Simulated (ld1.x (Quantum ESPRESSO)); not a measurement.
# indium (In), TM: configuration errors across variants

```json
{
  "Element": "indium (In)",
  "Generator": "ld1.x (Quantum ESPRESSO) 7.5",
  "Type": "norm-conserving Troullier–Martins (Kleinman–Bylander form)",
  "Functional": "PBE",
  "Relativity": "scalar-relativistic",
  "Frozen core": "[Kr] 4d10",
  "Valence charge": "3",
  "Reference configuration": "5s2 5p0.5 (charge +0.5)",
  "Partial waves": "5s (bound): rc 1.55 bohr; 5p (bound): rc 2.85 bohr; 5d channel at 0.05 Ry: rc 2.30 bohr",
  "Local potential": "the d channel",
  "Core correction": "none"
}
```

All-electron excitation energies from the reference (eV): (1) 5s2 5p1 -1.940; (2) 5s2 5p0 3.423; (3) 5s1 5p0 22.657; (4) 5s1 5p1 10.016; (5) 5s1 5p2 3.901; (6) 5s0 5p3 10.007; (7) 5s2 5p1.3 -2.472.

Tests that are not counted but printed errors over 1 eV. “wave 5s (bound): rc 1.55 bohr becomes 5s (bound): rc 1.74 bohr”: 5s1 5p0 (solver errors, printed error -2.1 eV).

4 further variants failed, have other tests or too few solved ones, and are left out.

A true bound ghost makes a file unfit for plane-wave use even where its test errors are small: the radial tests pick states by their node count and pass the ghost by. Where a test does run into it, the solver fails or the error is huge.

Errors AE − PS in meV (a dash: test not solved or not reliable):

| change | (1) | (2) | (3) | (4) | (5) | (6) | (7) | bound ghosts |
| --- | --- | --- | --- | --- | --- | --- | --- | --- |
| base | +5.8 | +9.2 | +107 | +19 | +49 | +195 | +11 | s, p |
| wave 5d channel at 0.05 Ry: rc 2.30 bohr becomes 5d channel at 0.11 Ry: rc 2.30 bohr | +5.7 | +9.2 | +104 | +19 | +49 | +195 | +11 | s, p |
| wave 5p (bound): rc 2.85 bohr becomes 5p (bound): rc 2.30 bohr | +5.8 | +9.3 | +108 | +17 | +47 | +186 | +11 | s, p |
| wave 5s (bound): rc 1.55 bohr becomes 5s (bound): rc 1.74 bohr | +8.1 | +14 | – | +24 | – | +156 | +15 | s, p |
| all radii scaled by about 1.13 (s 1.76, p 3.22, d 2.60 bohr) | +4.9 | +8.0 | +99 | +19 | +49 | +164 | +9.7 | s, p |
| core correction a·sin(br)/r model core inside 1.24 bohr | -1.8 | -6.2 | -182 | -52 | -21 | -99 | -3.6 | s, p |
| core correction a·sin(br)/r model core inside 1.58 bohr | -1.8 | -6.2 | -181 | -51 | -20 | -94 | -3.6 | s, p |
| wave 5d channel at 0.05 Ry: rc 2.30 bohr becomes 5d channel at 2 Ry: rc 2.30 bohr | +4.9 | +8.2 | +84 | +12 | +49 | +190 | +9.6 | s, p |

Problem. Give the same row for: wave 5d channel at 0.05 Ry: rc 2.30 bohr becomes 5d channel at 0.05 Ry: rc 3.34 bohr.

Solution. +6.5, +2.5, +35, +29, +48, +206, +15; bound ghosts: s.
